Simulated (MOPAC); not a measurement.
Input for MOPAC: AM1 on TeS, 2S+1 = 3, a spin state set in the input, which need not be the lowest, a point of a bond scan (R = 2.352 Å).

```
AM1 1SCF PRECISE CHARGE=0 UHF MS=1 THREADS=1
STe

S      0.00000000 1     0.00000000 1     0.00000000 1
Te     0.00000000 1     0.00000000 1     2.35184900 1
```

It printed:

```
*******************************************************************************
 **                                                                           **
 **                              MOPAC v23.2.5                                **
 **                                                                           **
 *******************************************************************************
 ** MOPAC's Digital Object Identifier: https://doi.org/10.5281/zenodo.6511958 **
 **                                                                           **
 ** Please cite the open-source release paper for use of this MOPAC version:  **
 ** J. E. Moussa and J. J. P. Stewart (2026)                                  **
 ** MOPAC: An open-source semiempirical molecular orbital program             **
 ** J. Open Source Softw., 11(119), 8025, https://doi.org/10.21105/joss.08025 **
 *******************************************************************************

                              AM1 CALCULATION RESULTS

 *******************************************************************************
 *  AM1        - The AM1 Hamiltonian to be used
 *  UHF        - UNRESTRICTED HARTREE-FOCK CALCULATION
 *
 *
 *
 *                 CHARGE ON SYSTEM = 0
 *
 *
 *
 *  MS=        - IN MECI, MAGNETIC COMPONENT OF SPIN =  1.0
 *  PRECISE    - TIGHTER CRITERIA TO BE USED
 *  1SCF       - DO 1 SCF AND THEN STOP
 *  THREADS=1  - MULTI-THREADING NOT USED
 *  T=         - A TIME OF 172800.0 SECONDS REQUESTED
 *  DUMP=N     - RESTART FILE WRITTEN EVERY 7200.0 SECONDS REQUESTED
 *******************************************************************************
AM1 1SCF PRECISE CHARGE=0 UHF MS=1 THREADS=1
 STe

   ATOM   CHEMICAL          X               Y               Z
  NUMBER   SYMBOL      (ANGSTROMS)     (ANGSTROMS)     (ANGSTROMS)

     1       S          0.00000000  *   0.00000000  *   0.00000000  *
     2      Te          0.00000000  *   0.00000000  *   2.35184900  *



          CARTESIAN COORDINATES

    NO.       ATOM           X           Y           Z

     1         S          0.0000      0.0000      0.0000
     2        Te          0.0000      0.0000      2.3518

  S: (AM1): M.J.S. DEWAR, Y-C YUAN, INORGANIC CHEMISTRY, 29, 3881:3890,  (1990)
 Te: (AM1): J. J. P. STEWART, J. MOL. MOD., 10, 155-164 (2004)

           Empirical Formula: S Te  =     2 atoms



      MOLECULAR POINT GROUP   :   C*v


          UHF CALCULATION, NO. OF ALPHA ELECTRONS =    7
                           NO. OF BETA  ELECTRONS =    5

 -------------------------------------------------------------------------------
 AM1 1SCF PRECISE CHARGE=0 UHF MS=1 THREADS=1
 STe



     1SCF WAS SPECIFIED, SO BFGS WAS NOT USED
     SCF FIELD WAS ACHIEVED


                              AM1 CALCULATION
                                                       MOPAC v23.2.5 Linux




          FINAL HEAT OF FORMATION =         39.71894 KCAL/MOL =     166.18403 KJ/MOL


          COSMO AREA              =         99.34 SQUARE ANGSTROMS
          COSMO VOLUME            =         86.99 CUBIC ANGSTROMS

          IONIZATION POTENTIAL    =          8.707110 EV
          ALPHA SOMO LUMO (EV)    =         -8.707 -2.206
          BETA  SOMO LUMO (EV)    =         -8.827 -1.973
          NO. OF ALPHA ELECTRONS  =          7
          NO. OF BETA  ELECTRONS  =          5
          MOLECULAR WEIGHT        =        159.6600         POINT GROUP:  C*v

          MOLECULAR DIMENSIONS (Angstroms)

            Atom       Atom       Distance
           Te     2    S     1     2.35185
           Te     2    S     1     0.00000
            S     1   Te     2     0.00000


          SCF CALCULATIONS        =          1





   ATOM   CHEMICAL          X               Y               Z
  NUMBER   SYMBOL      (ANGSTROMS)     (ANGSTROMS)     (ANGSTROMS)

     1       S          0.00000000  *   0.00000000  *   0.00000000  *
     2      Te          0.00000000  *   0.00000000  *   2.35184900  *

                             CARTESIAN COORDINATES

   1    S        0.000000000     0.000000000     0.000000000
   2   Te        0.000000000     0.000000000     2.351849000


           Empirical Formula: S Te  =     2 atoms



      MOLECULAR POINT GROUP   :   C*v


          ALPHA EIGENVALUES
 -26.48333 -16.06655 -11.44498 -11.06014 -11.06014  -8.70711  -8.70711  -2.20622


           BETA EIGENVALUES
 -21.59466 -14.16744 -10.65233  -8.82694  -8.82694  -1.97296  -1.97296  -0.97164


              NET ATOMIC CHARGES AND DIPOLE CONTRIBUTIONS

  ATOM NO.   TYPE          CHARGE      No. of ELECS.   s-Pop       p-Pop
    1          S          -0.446325        6.4463     1.97585     4.47047
    2         Te           0.446325        5.5537     1.96628     3.58739
 DIPOLE           X         Y         Z       TOTAL
 POINT-CHG.     0.000     0.000     5.042     5.042
 HYBRID        -0.000    -0.000    -0.790     0.790
 SUM           -0.000    -0.000     4.252     4.252


          ATOMIC ORBITAL ELECTRON POPULATIONS

     Atom    s        px        py        pz
    1  S   1.97585   1.70439   1.70439   1.06170
    2 Te   1.96628   1.29561   1.29561   0.99617


                    (SZ)    =    1.000000
                    (S**2)  =    2.015685


          ATOMIC ORBITAL SPIN POPULATIONS

    Atom   Total    s     px     py     pz
         Atomic
    1  S  0.5052  0.015  0.296  0.296 -0.102
    2 Te  1.4948  0.011  0.704  0.704  0.075

 **********************
 *                    *
 * JOB ENDED NORMALLY *
 *                    *
 **********************




 == MOPAC DONE ==
```

The run finished.

Cost: very roughly 0.020 core-seconds.
